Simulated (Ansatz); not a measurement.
Reaction (redistribution): `CB(N)P` + `F[SiH2]N[SiH3]` → `F[SiH2]NP` + `CB(N)[SiH3]`

Calculated with Ansatz (gas phase, PBE0-D4/def2-TZVP geometries, no zero-point term in ΔE). CCSD(T)/CBS is the MP2 limit (def2-TZVPP, def2-QZVPP) plus CCSD(T) − MP2 in def2-TZVPP, frozen cores. This one scheme is used for every species. DFT in def2-TZVPP. Each species was taken in one conformer, which may not be the lowest.

| level | ΔE (kJ/mol) |
| --- | --- |
| r2SCAN | 103.3 |
| r2SCANh | 104.0 |
| HF/def2-TZVPP | 105.0 |
| MP2/CBS(def2) | 110.9 |

**Question.** What does CCSD(T)/CBS give? (Best estimate.)

**Answer.** Ansatz gave: +104.0 kJ/mol. The listed levels differ from it by -0.7, 0.0, 1.0, 6.9 kJ/mol.

**Question.** What do rigid-rotor, harmonic-oscillator terms from PBE0-D4/def2-TZVP frequencies (298.15 K, 1 bar) make of the CCSD(T)/CBS value? (Best estimate.)

**Answer.** Ansatz gave: ΔZPE = -0.5 kJ/mol, ΔH = +103.8 kJ/mol, ΔS = 1 J/(mol·K), ΔG = +103.4 kJ/mol.

Largest T1 diagnostic among the species: 0.013.

From PBE to PBE0 (25 % exact exchange), in def2-TZVPP and without D4, ΔE moves by +4.8 kJ/mol. Leaving LDA and LC-ωPBE aside and taking each functional with its dispersion term where it has one, the values, not all of them listed here, spread over 12.2 kJ/mol, from PBE-D4 to r2SCAN0-D4.
